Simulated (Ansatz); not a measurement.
Cost and result up the ladder for 1-ethyl-3-methylimidazolium hexafluoroantimonate (C₆H₁₁F₆N₂Sb) (26 atoms). The state is a singlet with charge 0. Geometry: PBE-D4/def2-SVP.

```xyz
26

C     1.7619    2.6951    1.0259
C     0.6695    1.7042    1.4143
N    -0.1891    1.3348    0.2778
C    -1.3436    1.9780   -0.1378
C    -1.8292    1.2723   -1.2135
N    -0.9529    0.2241   -1.4380
C    -1.1431   -0.8830   -2.3739
C     0.0298    0.2798   -0.5245
H     2.3752    2.9371    1.9159
H     1.3414    3.6429    0.6322
H     2.4364    2.2657    0.2580
H     1.0830    0.7516    1.8014
H     0.0012    2.1190    2.1951
H    -1.7281    2.8683    0.3681
H    -2.7260    1.4210   -1.8218
H    -2.0312   -1.4654   -2.0625
H    -0.2617   -1.5457   -2.3036
H    -1.2701   -0.4902   -3.4009
H     0.8376   -0.4590   -0.4281
F     2.0863   -3.9108    1.2241
Sb    0.4161   -3.0142    0.8660
F    -0.3287   -4.5512   -0.0354
F     1.1453   -2.3571   -0.8676
F    -0.3283   -3.4935    2.5804
F    -1.2044   -1.9846    0.4319
F     1.1528   -1.3390    1.6166
```

Ansatz on 4 threads of Arm Neoverse V2 on a shared host. Times are rough, and most runs start from the orbitals of an earlier one. PBE0-D4/def2-TZVP serves as the yardstick here, not as an exact answer. Differences are given only for rows in sets of like size (and for xTB, whose basis is part of the method), since another set adds its own error. Binding counts from free atoms at the same level (C triplet, N quartet, H doublet, F doublet, Sb quartet; other spins of the atoms weren't run), without zero-point energy or a counterpoise term.

In the def2 sets Sb takes a core potential; there is no spin–orbit coupling. Correlated methods freeze 18 core orbitals; core or outer-core shells of Sb are correlated, in sets that lack core-valence functions. The rows differ in basis, and correlated rows in double-zeta sets carry the largest basis error.

Correlated methods converge slowly with the basis, most of all in double-zeta sets.

```csv
level,functions,wall time
PBE-D4/def2-SVP,277,6.5 s
PBE0-D4/def2-SVP,277,15 s
MP2/def2-SVP,277,15 s
PBE-D4/def2-TZVP (with forces),550,18 s
r2SCAN-D4/def2-TZVP,550,31 s
PBE0-D4/def2-TZVP (with forces),550,50 s
```

Task: Estimate what each level gives for the binding energy per atom (eV).

Result: 
| level | binding energy per atom (eV) | difference from PBE0-D4/def2-TZVP (eV) |
| --- | --- | --- |
| PBE-D4/def2-SVP | 4.33 | – |
| PBE0-D4/def2-SVP | 4.18 | – |
| MP2/def2-SVP | 4.02 | – |
| PBE-D4/def2-TZVP (with forces) | 4.30 | 0.14 |
| r2SCAN-D4/def2-TZVP | 4.16 | 0.00 |
| PBE0-D4/def2-TZVP (with forces) | 4.15 | 0.00 |
